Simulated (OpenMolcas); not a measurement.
## Re3+: effect of the IPEA shift

```
Program             : OpenMolcas 26.06
Basis               : ANO-RCC-VTZP [8s7p5d3f2g1h]
Scalar Hamiltonian  : DKH2, point nucleus
Active space        : 10 electrons in 8 orbitals (RAS1 5p, at most 2 holes; RAS2 5d)
State averaging     : 2S+1 = 5 even, 5 roots; 2S+1 = 3 even, 45 roots; 2S+1 = 1 even, 50 roots
Spin-orbit coupling : state interaction with AMFI integrals over the reference wave functions, term energies averaged over their components
```

Methods on the same reference wave functions:
A. RASSCF
B. MS-RASPT2, IPEA 0 Eh, imaginary shift 0.1 Eh (closed shells correlated: 5s)
C. MS-RASPT2, IPEA 0.25 Eh, imaginary shift 0.1 Eh (closed shells correlated: 5s)

Energies in cm⁻¹ above 5d⁴ ⁵D₀, the measured ground level; measured values from the list in Brasseur, Gamrath and Quinet, At. Data Nucl. Data Tables 157, 101636 (2024).

```
            Level      A      B      C  Measured
   5d⁴ ⁵D₀ [65 %]    0.0    0.0    0.0       0.0
          5d⁴ ⁵D₁   2815   3450   3160      3084
          5d⁴ ⁵D₂   5697   6600   6170      5979
          5d⁴ ⁵D₃   8257   9060   8670      8350
   5d⁴ ⁵D₄ [74 %]  10411  10800  10590     10121
5d⁴ ³P₀(1) [55 %]  16967  15250  15810          
   5d⁴ ³H₄ [57 %]  20160  18180  18280     16946
       5d⁴ ³P₁(1)  23135  20230  21250     19340
   5d⁴ ³G₃ [56 %]  23618  21170  21640     19817
5d⁴ ³F₂(1) [71 %]  24132  21060  22020     19851
          5d⁴ ³H₅  24605  22290  22460     20930
          5d⁴ ³H₆  26790  24320  24390     22896
5d⁴ ³P₂(1) [59 %]  29180  25530  26650          
5d⁴ ³F₃(1) [52 %]  31253  28040  28890          
   5d⁴ ³D₃ [59 %]  33259  30210  30730     28526
          5d⁴ ³G₅  34506  32000  32260     30052
          5d⁴ ³D₁  36634  33540  34170     31543
          5d⁴ ¹I₆  37571  34380  34300     32396
       5d⁴ ¹S₀(1)  40924  38590  39190     36484
5d⁴ ¹G₄(1) [50 %]  41353  38500  38910          
   5d⁴ ¹F₃ [68 %]  45952  40940  41440     38458
       5d⁴ ³P₂(2)  49448  44690  45470          
5d⁴ ³F₄(2) [65 %]  51461  47710  47880          
5d⁴ ³F₂(2) [73 %]  53637  48950  49440
```

Deviations, from unrounded energies. A percentage is the sum of absolute deviations over the sum of measured energies, with the sign that they share, or ± where signs differ.

| Against measurement | Levels | A | B | C |
| --- | --- | --- | --- | --- |
| mean absolute deviation (cm-1) | 16 | 3400 | 1400 | 1600 |
| fine structure of the ground term (%) | 4 | ±3.4 | +8.6 | +3.8 |
| other terms of the ground configuration (%) | 12 | +17.0 | +6.2 | +7.8 |

B lies closest to measurement on these levels and A furthest from it. The largest miss of B in the table is 5d⁴ ¹F₃ [68 %], by +2500 cm-1. The ranking rests on the paired levels alone, and a cruder setting can come out closer through cancelling errors.

Between B and C the level of the table that moves most is 5d⁴ ³P₂(1) [59 %], by 1100 cm-1 (lowest in B, highest in C). Moves below CASPT2's spread within the term are not significant.

The mean deviations of B to C differ by less than CASPT2's widest spread within a term (1300 cm-1), so their order carries little weight.

From A to B the spin-free energies of the other terms of 5d⁴ shown, above ⁵D, scale by factors of 0.74 to 0.90, as is usual when dynamic correlation screens the repulsion within a d or f shell.

The lowest spin-free term lies below A's lowest term by 0.258 hartree in B, 0.252 hartree in C.

CASPT2 does not keep the components of a term degenerate, so their means are used; among the terms shown or strongly mixed into the levels shown the widest spread is 1300 cm-1 (5d⁴ ¹I, C). Over all roots computed the reference weight is 0.91 to 0.96 in B; the roots of lowest weight are the least certain, and an intruder state may touch them. Active for correlation alone: 5p; no level in the range computed is led by a configuration that opens it, so any true level of that kind is missing. The CASPT2 spread within a term exceeds the gap to the next term for 5d⁴ ³D and 5d⁴ ¹I, so the order of their levels is uncertain (figures for B; the like holds for C). Without dynamic correlation excited terms often stand tens of per cent too high (terms of higher spin than the ground term too low), and those without a measured partner can miss by more than the paired ones (holds for A). Some levels mix across a computed gap that differs much from the measured one, so their mixing is not that of the real levels (holds for A). Measured partners are found by configuration, term and J. A level has none where our copy of the source lacks it or the pairing is in doubt (some pairs that miss far off the trend of their configuration count as doubtful), and it then counts in no deviation. Only configurations of the active space appear. The table leaves out levels that lie high or whose names do not pair safely across all columns.

A share in square brackets marks a mixed level and gives the weight of the term that names it, the lowest over the columns. A number in round brackets counts repeated terms of one configuration in the order of the reference energies.
